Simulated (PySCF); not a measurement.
**NMR problem set**

Averaged over atoms made equivalent by symmetry, fast rotation or ring inversion, no relativistic terms, single conformer, gas phase. Geometry from GFN2-xTB; GIAO PBE0/pcSseg-1 shieldings; PySCF 2.14.0 with density-fitted response routines.

Chemical shifts δ = σref − σ; TMS for ¹H and ¹³C, all at this level. Where no couplings were computed, multiplicities follow the n + 1 count of equivalent neighbours, and m marks all less simple cases (inequivalent or close neighbours, rings, F or P nearby). Shifts are as computed. Against solution values, carbons near 30 ppm lie about +3 ppm off and those near 130 ppm about +5 ppm. Of 1211 compounds with measured shifts, 218 miss one by over three times the rms of a fit or turn the order of signals round; such compounds aren't used in these exercises.

Q: C₆H₅NO₂. ¹H NMR (400 MHz, computed): δ 6.76 (s, 1H), 3.60 (s, 1H), 2.05 (s, 3H). ¹³C{¹H} NMR (computed): δ 173.9 (C), 147.8 (CH), 124.5 (C), 117.4 (C), 39.3 (CH), 13.2 (CH3). Identify the compound.

A: SMILES CC1=COC(=O)[C@@H]1C#N. The formula gives 5 degrees of unsaturation (1 ring in the answer). 6 carbon signals for 6 carbons: no two carbons are equivalent. Carbon types of the structure: 3 × C, 2 × CH, 1 × CH3, which accounts for all hydrogens. δC 173.9: ester carbonyl carbon; lone-pair donation from the attached heteroatom keeps it upfield of a ketone carbonyl. δC 147.8: alkene carbon bearing oxygen; an sp2 carbon further deshielded by the attached heteroatom. δC 124.5: β carbon of an enol-ether or enamine type C=C. δC 117.4: nitrile carbon; C≡N carbons fall here, among the sp2 signals but without a proton.

This is the structure that produced the data.

Q: C₆H₅NO₂. ¹H NMR (300 MHz, computed): δ 6.25 (s, 1H), 5.50 (s, 1H), 1.57 (s, 3H). ¹³C{¹H} NMR (computed): δ 149.8 (CH), 140.1 (C), 130.3 (CH), 121.1 (C), 117.9 (C), 17.4 (CH3). Identify the compound.

A: SMILES CC1=COC(C#N)=CO1. The formula gives 5 degrees of unsaturation (1 ring in the answer). 6 carbon signals for 6 carbons: no two carbons are equivalent. Carbon types of the structure: 3 × C, 2 × CH, 1 × CH3, which accounts for all hydrogens. δC 149.8, 140.1, 130.3, 121.1: alkene carbon bearing oxygen. δC 117.9: nitrile carbon; C≡N carbons fall here, among the sp2 signals but without a proton. δH 6.25, 5.50: hydrogen on an alkene carbon bearing oxygen; a vinylic proton, deshielded by the sp2 carbon and the C=C anisotropy. δH 1.57: hydrogen on an allylic methyl carbon; allylic position.

The shifts were computed for this structure.
